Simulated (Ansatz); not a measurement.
Isolated molecules relaxed with PBE0-D4/def2-TZVP in Ansatz; ΔE leaves out vibrations. CCSD(T)/CBS is the MP2 limit (def2-TZVPP, def2-QZVPP) plus CCSD(T) − MP2 in def2-TZVPP, frozen cores. This one scheme is used for every species. Functionals use def2-TZVPP. B3LYP here is the variant with VWN-RPA as its local correlation; programs differ in this. Each species was taken in one conformer, which may not be the lowest.

`CO[SiH](O)O` + `C[SiH2]N` → `C[SiH2]N[SiH](O)O` + CH₃OH  (ligand exchange at the Si–O bond)

Question: Is it downhill or uphill in electronic energy at CCSD(T)/CBS, and by how much? (Estimate.)

Answer: The calculation gave: Uphill: ΔE = +8.6 kcal/mol.

Question: What do these levels give: PBE-D4, r2SCAN-D4, ωB97M-V, B2PLYP, PBE0, B3LYP, MP2/def2-TZVPP, CCSD/def2-TZVPP, CCSD(T)/def2-TZVPP, MP2/def2-QZVPP, HF/CBS(def2), MP2/CBS(def2)? (An estimate is asked.)

Answer: Computed: PBE-D4 8.0, r2SCAN-D4 9.2, ωB97M-V 9.0, B2PLYP 9.8, PBE0 8.6, B3LYP 10.2, MP2/def2-TZVPP 8.8, CCSD/def2-TZVPP 9.0, CCSD(T)/def2-TZVPP 8.7, MP2/def2-QZVPP 8.8, HF/CBS(def2) 11.1, MP2/CBS(def2) 8.7 kcal/mol.

Largest T1 diagnostic among the species: 0.011.

In def2-TZVPP, CCSD(T) changes the Hartree–Fock value by −2.3 kcal/mol (the triples alone add −0.3 kcal/mol) and MP2 by −2.2 kcal/mol. The D4 term adds −1.0 kcal/mol with B3LYP and −0.6 kcal/mol with PBE0; it sums over pairs of atoms, weighted by their polarisabilities, and B3LYP, whose exchange is more repulsive, gets the larger term.
